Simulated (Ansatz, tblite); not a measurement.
Cost and result up the ladder for AsP₂ (the lowest doublet isomer of a short search) (3 atoms). Charge 0, multiplicity 2. Geometry: PBE-D4/def2-TZVP.

```xyz
3

P    -0.474    0.577    0.949
P     1.128    0.476   -0.329
As   -0.654   -1.053   -0.620
```

Ansatz on 4 threads of Arm Neoverse V1 on a shared host; xTB runs through tblite on one thread. Times are rough, summed over both states, and most runs start from the orbitals of an earlier one. RPA@PBE/def2-TZVP serves as the yardstick here, not as an exact answer. Differences are given only for rows in sets of like size (and for xTB, whose basis is part of the method), since another set adds its own error. The other state is a quartet at its own geometry.

The 6-31G sets use Cartesian d functions. The xTB rows come from tblite. B3LYP takes the VWN-RPA correlation. HSE06 is defined as in plane-wave codes, on full-range PBE exchange. Correlated methods freeze 19 core orbitals; core or outer-core shells of As are correlated, in sets that lack core-valence functions. In CCSD on the charge 0 doublet the largest single amplitude is 0.20, so its Hartree–Fock determinant may place the open shell otherwise than the density functionals do. The structure comes from a short search, and lower isomers may exist.

Run but left out: HF/6-31G, HF/def2-TZVP, HF/def2-TZVPP, MP2/def2-TZVP, MP2/def2-TZVPP (doublet: ⟨S²⟩ 1.18 to 1.23, where a pure state has 0.75).

Correlated methods converge slowly with the basis.

xTB has no spin-polarisation term.

| level | functions | wall time |
| --- | --- | --- |
| GFN1-xTB | 27 | 0.007 s |
| GFN2-xTB | 27 | 0.007 s |
| B3LYP-D4/6-31G | 55 | 1.9 s |
| PBE-D4/def2-TZVP | 122 | 2.9 s |
| BLYP-D4/def2-TZVP | 122 | 3 s |
| RPA@PBE/def2-TZVP | 122 | 4.6 s |
| HSE06-D4/def2-TZVP | 122 | 6.4 s |
| B2PLYP/def2-TZVP | 122 | 8.3 s |
| r2SCAN-D4/def2-TZVP (with forces) | 122 | 9 s |
| PBE0-D4/def2-TZVP | 122 | 12 s |
| r2SCAN0-D4/def2-TZVP | 122 | 15 s |
| CCSD(T)/def2-TZVPP | 132 | 51 s |

(1) Estimate what each level gives for the quartet − doublet (eV).

Answers

(1) 
```json
{"level": "GFN1-xTB", "quartet − doublet (eV)": "2.08", "difference from RPA@PBE/def2-TZVP (eV)": "0.09", "remarks": "–"}
{"level": "GFN2-xTB", "quartet − doublet (eV)": "1.95", "difference from RPA@PBE/def2-TZVP (eV)": "-0.03", "remarks": "–"}
{"level": "B3LYP-D4/6-31G", "quartet − doublet (eV)": "1.70", "difference from RPA@PBE/def2-TZVP (eV)": "–", "remarks": "–"}
{"level": "PBE-D4/def2-TZVP", "quartet − doublet (eV)": "1.96", "difference from RPA@PBE/def2-TZVP (eV)": "-0.02", "remarks": "–"}
{"level": "BLYP-D4/def2-TZVP", "quartet − doublet (eV)": "1.97", "difference from RPA@PBE/def2-TZVP (eV)": "-0.02", "remarks": "–"}
{"level": "RPA@PBE/def2-TZVP", "quartet − doublet (eV)": "1.98", "difference from RPA@PBE/def2-TZVP (eV)": "0.00", "remarks": "–"}
{"level": "HSE06-D4/def2-TZVP", "quartet − doublet (eV)": "1.90", "difference from RPA@PBE/def2-TZVP (eV)": "-0.09", "remarks": "–"}
{"level": "B2PLYP/def2-TZVP", "quartet − doublet (eV)": "1.95", "difference from RPA@PBE/def2-TZVP (eV)": "-0.03", "remarks": "spin-contaminated (⟨S²⟩ 0.87) (doublet)"}
{"level": "r2SCAN-D4/def2-TZVP (with forces)", "quartet − doublet (eV)": "1.91", "difference from RPA@PBE/def2-TZVP (eV)": "-0.08", "remarks": "–"}
{"level": "PBE0-D4/def2-TZVP", "quartet − doublet (eV)": "1.90", "difference from RPA@PBE/def2-TZVP (eV)": "-0.09", "remarks": "–"}
{"level": "r2SCAN0-D4/def2-TZVP", "quartet − doublet (eV)": "1.84", "difference from RPA@PBE/def2-TZVP (eV)": "-0.14", "remarks": "spin-contaminated (⟨S²⟩ 0.84) (doublet)"}
{"level": "CCSD(T)/def2-TZVPP", "quartet − doublet (eV)": "2.01", "difference from RPA@PBE/def2-TZVP (eV)": "0.02", "remarks": "large T1 (0.046) (doublet), spin-contaminated (⟨S²⟩ 1.19) (doublet)"}
```
